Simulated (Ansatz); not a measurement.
SiIH3 (SiH3I), relaxed as a singlet with RKS r2SCAN-D4/def2-TZVP in Ansatz, starting from the GFN2-xTB geometry. Force threshold 0.02 eV/Å.

In the def2 sets I takes a core potential; there is no spin–orbit coupling.

Start:

Cartesian coordinates in Å:
```
Si 0.1758 -0.0983 -0.1520
I -1.5416 0.8575 1.3307
H -0.5436 -0.8327 -1.1782
H 0.9936 -0.9589 0.6850
H 0.9158 1.0324 -0.6855
```

Task: Estimate the energy that the relaxation releases and the steps that it takes.

Result: 0.04 eV, in 4 steps; 5.5 s on 4 threads of Arm Neoverse V1 on a shared host. No frequencies were taken in this run, so the end may be a saddle point.

Task: Does the start keep its bonding and symmetry?

Result: By distances, no bond broke or formed. The bond that changes most is Si1–H3, from 1.45 to 1.48 Å (atoms count from 1). Point group C3v at the start, C3v at the end, both within 0.05 Å.

Task: Predict the relaxed structure.

Result: 
```xyz
5

Si    0.144   -0.080   -0.124
I    -1.562    0.868    1.348
H    -0.531   -0.845   -1.196
H     1.013   -0.972    0.675
H     0.936    1.029   -0.702
```
Bond lengths: 1 × I–Si 2.44 Å; 3 × H–Si 1.48 Å.
